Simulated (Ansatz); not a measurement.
```yaml
crystal:
  periodic: [true, true, true]
  atoms:
    - {symbol: C, position_ang: [-1.154830, -0.181311, 0.893173]}
    - {symbol: Zr, position_ang: [0.979992, 0.153859, -0.757865]}
    - {symbol: Cl, position_ang: [3.142313, -1.375530, 0.450580]}
    - {symbol: Cl, position_ang: [0.136061, -0.896810, -3.338302]}
    - {symbol: Cl, position_ang: [1.486073, 3.020412, -0.797132]}
    - {symbol: H, position_ang: [-0.865134, 0.282915, 2.149015]}
    - {symbol: H, position_ang: [-1.484105, -1.507862, 0.984942]}
    - {symbol: H, position_ang: [-2.240370, 0.504327, 0.415590]}
basis:
  gaussian: {orbitals: def2-TZVPP, fitting: {mean_field: def2-universal-jkfit}}
hamiltonian: {xc: {name: wB97}}
output: {forces: true}
```

```sh
$ ansatz run in.yaml --threads 4 --pin off --events-out ev --progress --plain --max-ram 10444MiB
```

Shortened log:

```
Error: YAML parse error: error: line 2 column 3: crystal: missing field `lattice` (a structure is typed as `lattice` and `atoms`, a molecule's as `atoms` in Å alone, or read from a run's directory, `checkpoint`)
 --> <input>:2:3
1 | crystal:
2 |   periodic: [true, true, true]
3 |   atoms:
4 |     - {symbol: C, position_ang: [-1.154830, -0.181311, 0.893173]}
```

(1) What is wrong with this run?

Results:

(1) The molecule is marked periodic without a cell. The input was rejected before any iteration.
